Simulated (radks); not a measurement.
Problem. The mean radii <r> (bohr) of the occupied orbitals of an atom or ion are listed with their occupations. Calculated with a radial shooting solver on a logarithmic mesh with Libxc functionals: scalar-relativistic Kohn-Sham, exchange-only LDA, spin-polarised, spherical densities, point nucleus.

orbital  occ.      <r>
1s up       1  0.02276
1s down     1  0.02276
2s up       1  0.09707
2s down     1  0.09707
2p up       3  0.08550
2p down     3  0.08550
3s up       1   0.2553
3s down     1   0.2551
3p up       3   0.2536
3p down     3   0.2534
3d up       5   0.2312
3d down     5   0.2309
4s up       1   0.5766
4s down     1   0.5765
4p up       3   0.6089
4p down     3   0.6087
4d up       5   0.6585
4d down     5   0.6582
5s up       1    1.252
5s down     1    1.258
5p up       1    1.368
4f up       4   0.7796

Name the element and its charge. Open shells, if any, are filled with parallel spins first.

Solution. Z = 62, samarium, charge +9: Sm9+ in [Kr] 4d10 4f4 5s2 5p1. The 1s radius gives Z: for a bare nucleus <r> = (2 gamma + 1)/(2Z) with gamma = sqrt(1 - (Z/c)^2), 0.02245 bohr for Z = 62, and screening makes it slightly larger (0.02276 here). The occupations add up to 53, and the charge is Z minus that.
